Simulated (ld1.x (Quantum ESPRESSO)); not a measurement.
The numbers below are computed, except where a source is named.
# Hardness and transferability of assorted potentials

Generated with ld1.x 7.5 (TM, RRKJ, ultrasoft, PAW), atompaw 4.2 or ONCVPSP 4.0.1. The cutoff is in Ry: for ld1.x and atompaw files where the sum of valence levels is converged to 10 mRy in a Bessel basis, for ONCV files where the hardest occupied wave has 1 mHa per electron of residual kinetic energy. The error is the largest all-electron minus pseudo excitation energy over each file’s own four to seven test configurations (ionisations up to +4, promotions, holes and added fractions of an electron), all of which were solved. The labels leave out finer settings (local radius, basis sizes, second energies), which also bear on the numbers. Spin-polarised tests are not counted. The rows are a selection from randomly drawn settings: files with unsolved tests, undetermined cutoffs or missed reference levels are left out.

A true bound ghost makes a file unfit for plane-wave use even where its test errors are small: the radial tests pick states by their node count and pass the ghost by.

| element | potential | cutoff (Ry) | largest error (meV) | bound ghosts |
| --- | --- | --- | --- | --- |
| Li | TM, PBEsol, scalar-relativistic, rc 2.10/4.20 (sp), local s, core correction yes, reference 2s1 2p0 | 6 | -7.5 | none |
| Ne | RRKJ, PBEsol, scalar-relativistic, rc 0.70/1.20 (sp), local smoothed, core correction yes, reference 2s2 2p5 | 200 | +1529 | none |
| Si | TM, PBE, non-relativistic, rc 1.70/1.65 (sp), local p, core correction yes, reference 3s2 3p2 | 15 | +39 | none |
| S | TM semilocal, PBE, scalar-relativistic, rc 1.05/1.86/1.05 (spd), local s, core correction yes, reference 3s1.75 3p4.25 | 70 | +238 | none |
| Cd | PAW, PBE, scalar-relativistic, rc 2.30/2.50/1.25 (spd), local smoothed, core correction yes, reference 4d10 5s2 5p0 | 70 | -129 | s |
| W | ultrasoft, PBE, scalar-relativistic, rc 2.90/4.20/1.80 (spd), local smoothed, core correction yes, reference 5d4 6s2 6p0 | 30 | -143 | none |

Q: Fill in the row for Ni: RRKJ, PBE, fully relativistic, rc 2.20/3.68/1.05 (spd), local smoothed, core correction no, reference 3d8 4s2 4p0.

A: cutoff 160 Ry, largest error -227 meV, bound ghosts: none.

Q: Fill in the row for Rb: TM, LDA (PZ), scalar-relativistic, rc 2.35/2.05/3.15 (spd), local s, core correction yes, reference 4s2 4p6 4d0 5s0 5p0.

A: cutoff 25 Ry, largest error +1042 meV, bound ghosts: none.

Q: Fill in the row for Pd: TM, PW91, scalar-relativistic, rc 1.90/3.95/1.95 (spd), local d, core correction yes, reference 4d9 5s1 5p0.

A: cutoff 50 Ry, largest error -1001 meV, bound ghosts: s, p.
